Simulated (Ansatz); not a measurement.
`CC(C)(C)[NH][Ge]([F])([Cl])[Cl]` and `CC(C)(C)[NH][InH2]` differ in one atom or group.

Ansatz, PBE0-D4/def2-TZVP geometries, multiplicity 1. Each molecule was computed in one conformer, which needn't be the lowest.

Elements past krypton have def2 core potentials. Scalar relativity is left out up to krypton.

```csv
property,`CC(C)(C)[NH][Ge]([F])([Cl])[Cl]`
HOMO–LUMO gap (PBE/def2-TZVPP) / eV,4.38
LUMO energy (B3LYP/def2-TZVPP) / eV,-1.16
size of the dipole moment (PBE/def2-TZVPP) / D,3.08
size of the dipole moment (B3LYP/def2-TZVPP) / D,3.11
HOMO energy (PBE/def2-TZVPP) / eV,-6.25
LUMO energy (PBE/def2-TZVPP) / eV,-1.88
```

Give the same properties after the change, and the shifts. (Best estimate.)

Ansatz gave: 
```csv
property,`CC(C)(C)[NH][InH2]`,shift
HOMO–LUMO gap (PBE/def2-TZVPP) / eV,3.43,-0.95
LUMO energy (B3LYP/def2-TZVPP) / eV,-1.36,-0.20
size of the dipole moment (PBE/def2-TZVPP) / D,0.84,-2.24
size of the dipole moment (B3LYP/def2-TZVPP) / D,0.63,-2.48
HOMO energy (PBE/def2-TZVPP) / eV,-5.20,1.05
LUMO energy (PBE/def2-TZVPP) / eV,-1.77,0.11
```

With PBE0 the HOMO rises by 1.30 eV and the LUMO falls by 0.28 eV, so the gap narrows by about 1.58 eV. PBE moves the HOMO by 1.05 eV and ωB97M-V by 1.36 eV. Dipoles are sizes alone; their direction can turn.

B3LYP here is the variant with VWN-RPA as its local correlation; programs differ in this.
